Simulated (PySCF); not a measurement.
C2Si, SMILES [C]1[C][Si]1 (connectivity only; charge and spin as stated), neutral, multiplicity 1.

Geometry optimised at ωB97X-D3(BJ)/def2-TZVP.

Two levels are set side by side: TDDFT-PBE/def2-TZVPD (PySCF) and ADC(2)/aug-cc-pVDZ (PySCF). Vertical, same geometry; the bases differ. Differences are taken from unrounded values.

| quantity | TDDFT-PBE |
|---|---|
| lowest singlet excitation (eV) | 2.48 |

Task: These are the TDDFT-PBE values. What does ADC(2) give? (Estimate from the structure and the level; the computed values follow.)

Result: 
```
quantity                        ADC(2)  TDDFT-PBE minus ADC(2)
------------------------------  ------  ----------------------
lowest singlet excitation (eV)    2.59                   -0.11
```

Functionals without exact exchange tend to place singlet excitations lower, as here. Differences between two approximate levels are no errors against the true value.

Rough cost on one machine, each run with all the roots and properties that it gave: ADC(2) against TDDFT-PBE within a factor of 2.
